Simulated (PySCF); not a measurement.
A structure optimised at B3LYP-D3(BJ)/def2-SVP, used in a PySCF frequency run:

```
C
H 1 1.0976
H 1 1.0978 2 110.42
H 1 1.1006 2 109.41 3 120.68
S 1 1.8370 2 110.34 4 116.16
Te 5 2.3783 1 104.42 2 65.38
F 6 1.9676 5 101.15 1 -84.14
```
Charge 0, spin multiplicity 1.

Problem. Write its SMILES and formula.

Solution. CS[Te]F, CH3FSTe

Problem. What are its rotational constants (standard atomic weights)?

Solution. 5.6100, 1.7238, 1.5383 GHz
